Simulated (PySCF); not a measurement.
Molecule: C4H6Cl2Si, net charge 0, singlet state. SMILES: C=C[Si](Cl)(Cl)C=C
Structure (B3LYP-D3(BJ)/def2-TZVP (Ansatz) minimum search):
```
Si
C 1 1.8487
C 2 1.3311 1 124.02
H 3 1.0838 2 122.08 1 0.88
H 3 1.0846 4 116.06 2 179.64
H 2 1.0867 3 118.84 4 179.60
C 1 1.8491 2 114.82 6 154.30
C 7 1.3312 1 123.93 2 -30.49
H 8 1.0839 7 122.10 1 0.82
H 8 1.0846 9 116.02 7 179.59
H 7 1.0866 8 118.84 9 179.54
Cl 1 2.0667 2 109.74 6 -84.29
Cl 1 2.0668 2 107.61 6 31.68
```
Charge 0, spin multiplicity 1.

Dispersion corrections to the total energy (kcal/mol) from the dftd3 and dftd4 libraries through PySCF: D3(BJ) without and D4 with the three-body term, each with the damping fitted for the functional named.

| functional | D3(BJ) | D4 |
|---|---|---|
| BLYP | -21.44 | -21.19 |
| HSE06 | -7.48 | -8.08 |
| PW6B95 | (withheld) | -8.10 |
| HF | (withheld) | -31.33 |
| TPSSh | -12.02 | -12.24 |
| B2PLYP | (withheld) | -7.04 |
| BP86 | -17.20 | -13.95 |

Problem. Fill in the missing entries.

Solution. 
- PW6B95, D3(BJ): -5.91
- HF, D3(BJ): -66.20
- B2PLYP, D3(BJ): -8.73
